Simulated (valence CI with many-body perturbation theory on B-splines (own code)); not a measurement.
## Ag⁴⁰⁺: calculated level list

Computed by relativistic CI+MBPT: five valence electrons over a frozen Dirac-Fock core [He], a basis of 9 s, 9 p, 8 d, 6 f, 3 g, 1 h functions for each j, with the one-electron correlation potential Σ1 (screened to all orders), the two-electron term Σ2, the three-electron term Σ3, Breit, model QED; selected single and double excitations, second order for the rest, scaled by the run's own slope (own B-spline code, finite nucleus).

The last digits are not significant, and no measured levels were compared; by estimate large intervals hold to a few tenths of a per cent, small ones and those within an open d or f shell to about a per cent. Among the levels kept, up to 3600 cm⁻¹ of a level comes from second order outside the variational space, and about a tenth of that is noise between levels of different J, which matters for small intervals.

Levels 1 to 45 of 62, with energies above the lowest level, (2s^2 2p1/2^2 2p3/2) J=3/2. "Leading %" is the weight of the configuration and term that name the level; weights of strongly mixed levels are sums over their largest components and can fall short, so below about 35 % the name and the second component can differ from the true leading terms, or belong to a minority configuration. In the jj column 3d3/2^4 stands for four electrons in 3d with j = 3/2. Lifetimes count E1, E2, E3, M1 and M2 decay at the calculated energies, and are blank where another channel may lead or the interval is too uncertain; long ones can be off by a factor of two.

| No. | Configuration | Term | J | E (eV) | Leading % | g | Second component | Lifetime | Leading jj |
| --- | --- | --- | --- | --- | --- | --- | --- | --- | --- |
| 1 | 2s2.2p3 | 2P° | 3/2 | 0.0 | 44 | 1.395 | 31 % 2s2.2p3 4S° |  | 2s^2 2p1/2^2 2p3/2 (99 %) |
| 2 | 2s2.2p3 | 4S° | 3/2 | 168.3 | 53 | 1.428 | 46 % 2s2.2p3 2D° | 19.7 ns | 2s^2 2p1/2 2p3/2^2 (99 %) |
| 3 | 2s2.2p3 | 2D° | 5/2 | 186.1 | 100 | 1.186 |  | 112 ns | 2s^2 2p1/2 2p3/2^2 (100 %) |
| 4 | 2s2.2p3 | 2P° | 1/2 | 211.2 | 100 | 0.648 |  | 25.6 ns | 2s^2 2p1/2 2p3/2^2 (100 %) |
| 5 | 2s.2p4 | 4P | 5/2 | 348.6 | 79 | 1.502 | 21 % 2s.2p4 2D | 10.9 ps | 2s 2p1/2^2 2p3/2^2 (98 %) |
| 6 | 2s2.2p3 | 2P° | 3/2 | 380.4 | 54 | 1.273 | 29 % 2s2.2p3 2D° | 9.24 ns | 2s^2 2p3/2^3 (98 %) |
| 7 | 2s.2p4 | 2S | 1/2 | 404.5 | 55 | 2.179 | 40 % 2s.2p4 4P | 2.91 ps | 2s 2p1/2^2 2p3/2^2 (96 %) |
| 8 | 2s.2p4 | 2P | 3/2 | 405.9 | 37 | 1.242 | 36 % 2s.2p4 2D | 1.82 ps | 2s 2p1/2^2 2p3/2^2 (94 %) |
| 9 | 2s.2p4 | 4P | 3/2 | 536.3 | 71 | 1.495 | 21 % 2s.2p4 2D | 3.24 ps | 2s 2p1/2 2p3/2^3 (96 %) |
| 10 | 2s.2p4 | 2D | 5/2 | 564.0 | 79 | 1.271 | 21 % 2s.2p4 4P | 3.38 ps | 2s 2p1/2 2p3/2^3 (98 %) |
| 11 | 2s.2p4 | 2P | 1/2 | 592.5 | 57 | 1.466 | 36 % 2s.2p4 4P | 1.29 ps | 2s 2p1/2 2p3/2^3 (92 %) |
| 12 | 2s.2p4 | 2P | 3/2 | 604.4 | 55 | 1.090 | 44 % 2s.2p4 2D | 1.21 ps | 2s 2p1/2 2p3/2^3 (98 %) |
| 13 | 2s.2p4 | 2P | 1/2 | 778.9 | 38 | 1.649 | 38 % 2s.2p4 2S | 1.36 ps | 2s 2p3/2^4 (95 %) |
| 14 | 2p5 | 2P° | 3/2 | 804.1 | 99 | 1.320 |  | 1.16 ps | 2p1/2^2 2p3/2^3 (99 %) |
| 15 | 2p5 | 2P° | 1/2 | 989.8 | 99 | 0.648 |  | 882 fs | 2p1/2 2p3/2^4 (99 %) |
| 16 | 2s2.2p2.3s | 4P | 1/2 | 3393.5 | 50 | 2.036 | 27 % 2s2.2p2.3s 2S | 38.6 fs | 2s^2 2p1/2^2 3s (99 %) |
| 17 | 2s2.2p2.3p | 2P° | 1/2 | 3448.0 | 41 | 0.661 | 41 % 2s2.2p2.3p 4D° | 3.79 ps | 2s^2 2p1/2^2 3p1/2 (99 %) |
| 18 | 2s2.2p2.3p | 2P° | 3/2 | 3508.8 | 29 | 1.336 | 24 % 2s2.2p2.3p 4D° | 3.22 ps | 2s^2 2p1/2^2 3p3/2 (98 %) |
| 19 | 2s2.2p2.3d | 4F | 3/2 | 3563.4 | 30 | 0.925 | 23 % 2s2.2p2.3d 2D | 23.1 fs | 2s^2 2p1/2^2 3d3/2 (83 %) |
| 20 | 2s2.2p2.3s | 4P | 3/2 | 3566.1 | 74 | 1.531 | 9 % 2s2.2p2.3s 2P | 77.3 fs | 2s^2 2p1/2 2p3/2 3s (84 %) |
| 21 | 2s2.2p2.3s | 2P | 1/2 | 3571.8 | 68 | 1.291 | 32 % 2s2.2p2.3s 4P | 25.0 fs | 2s^2 2p1/2 2p3/2 3s (99 %) |
| 22 | 2s2.2p2.3s | 2D | 5/2 | 3578.5 | 48 | 1.323 | 32 % 2s2.2p2.3s 4P | 12.1 fs | 2s^2 2p1/2 2p3/2 3s (80 %) |
| 23 | 2s2.2p2.3s | 2D | 3/2 | 3584.5 | 60 | 0.998 | 37 % 2s2.2p2.3s 2P | 26.2 fs | 2s^2 2p1/2 2p3/2 3s (99 %) |
| 24 | 2s2.2p2.3d | 2D | 5/2 | 3587.8 | 21 | 1.225 | 17 % 2s2.2p2.3d 4D | 8.43 fs | 2s^2 2p1/2^2 3d5/2 (79 %) |
| 25 | 2s2.2p2.3p | 4P° | 1/2 | 3619.9 | 44 | 1.700 | 29 % 2s2.2p2.3p 4D° | 4.63 ps | 2s^2 2p1/2 2p3/2 3p1/2 (99 %) |
| 26 | 2s2.2p2.3p | 4D° | 3/2 | 3624.9 | 55 | 1.147 | 23 % 2s2.2p2.3p 2D° | 5.27 ps | 2s^2 2p1/2 2p3/2 3p1/2 (99 %) |
| 27 | 2s2.2p2.3p | 2F° | 5/2 | 3635.5 | 43 | 1.098 | 32 % 2s2.2p2.3p 2D° | 3.94 ps | 2s^2 2p1/2 2p3/2 3p1/2 (98 %) |
| 28 | 2s2.2p2.3p | 2P° | 3/2 | 3655.2 | 39 | 1.371 | 26 % 2s2.2p2.3p 2D° | 909 fs | 2s^2 2p1/2 2p3/2 3p1/2 (96 %) |
| 29 | 2s2.2p2.3p | 4D° | 5/2 | 3673.5 | 50 | 1.429 | 33 % 2s2.2p2.3p 4P° | 1.57 ps | 2s^2 2p1/2 2p3/2 3p3/2 (95 %) |
| 30 | 2s2.2p2.3p | 4P° | 1/2 | 3678.1 | 36 | 1.681 | 32 % 2s2.2p2.3p 2P° | 3.10 ps | 2s^2 2p1/2 2p3/2 3p3/2 (98 %) |
| 31 | 2s2.2p2.3p | 2D° | 3/2 | 3683.3 | 51 | 1.192 | 28 % 2s2.2p2.3p 4P° | 2.84 ps | 2s^2 2p1/2 2p3/2 3p3/2 (98 %) |
| 32 | 2s2.2p2.3p | 2F° | 7/2 | 3689.4 | 58 | 1.250 | 41 % 2s2.2p2.3p 4D° | 4.51 ps | 2s^2 2p1/2 2p3/2 3p3/2 (99 %) |
| 33 | 2s2.2p2.3p | 2P° | 3/2 | 3694.5 | 40 | 1.378 | 23 % 2s2.2p2.3p 4S° | 349 fs | 2s^2 2p1/2 2p3/2 3p3/2 (92 %) |
| 34 | 2s2.2p2.3p | 2D° | 5/2 | 3703.3 | 53 | 1.208 | 20 % 2s2.2p2.3p 2F° | 603 fs | 2s^2 2p1/2 2p3/2 3p3/2 (91 %) |
| 35 | 2s2.2p2.3p | 2P° | 1/2 | 3715.0 | 83 | 0.675 | 8 % 2s2.2p2.3p 4D° | 538 fs | 2s^2 2p1/2 2p3/2 3p3/2 (96 %) |
| 36 | 2s.2p3.3s | 6S° | 5/2 | 3721.8 | 41 | 1.681 | 35 % 2s.2p3.3s 4P° | 111 fs | 2s 2p1/2^2 2p3/2 3s (82 %) |
| 37 | 2s2.2p2.3d | 4F | 3/2 | 3736.9 | 42 | 0.936 | 31 % 2s2.2p2.3d 2P | 14.7 fs | 2s^2 2p1/2 2p3/2 3d3/2 (97 %) |
| 38 | 2s2.2p2.3d | 4F | 5/2 | 3738.8 | 55 | 0.978 | 37 % 2s2.2p2.3d 2F | 33.0 fs | 2s^2 2p1/2 2p3/2 3d3/2 (96 %) |
| 39 | 2s.2p3.3s | 4S° | 3/2 | 3738.9 | 37 | 1.559 | 29 % 2s.2p3.3s 2P° | 32.1 fs | 2s 2p1/2^2 2p3/2 3s (90 %) |
| 40 | 2s2.2p2.3d | 4D | 1/2 | 3739.9 | 80 | 0.227 | 14 % 2s2.2p2.3d 2P | 29.8 fs | 2s^2 2p1/2 2p3/2 3d3/2 (99 %) |
| 41 | 2s2.2p2.3d | 4F | 7/2 | 3748.7 | 65 | 1.169 | 22 % 2s2.2p2.3d 2G | 224 fs | 2s^2 2p1/2 2p3/2 3d5/2 (56 %) |
| 42 | 2s2.2p2.3d | 2F | 7/2 | 3751.5 | 41 | 1.206 | 40 % 2s2.2p2.3d 4D | 489 fs | 2s^2 2p1/2 2p3/2 3d5/2 (51 %) |
| 43 | 2s2.2p2.3d | 4P | 5/2 | 3754.8 | 37 | 1.237 | 31 % 2s2.2p2.3d 2F | 4.43 fs | 2s^2 2p1/2 2p3/2 3d3/2 (50 %) |
| 44 | 2s2.2p2.3d | 4D | 3/2 | 3758.2 | 40 | 1.111 | 32 % 2s2.2p2.3d 2D | 7.24 fs | 2s^2 2p1/2 2p3/2 3d5/2 (63 %) |
| 45 | 2s2.2p2.3s | 4P | 5/2 | 3762.6 | 47 | 1.364 | 32 % 2s2.2p2.3s 2D | 10.4 fs | 2s^2 2p3/2^2 3s (78 %) |

The ionisation energy to 2s2.2p2 3P_0 of the next ion comes out as 6167.4 eV (NIST: 6170 ± 40 eV (semi-empirical)). All 62 levels together are meant to be complete up to 3830.6 eV.
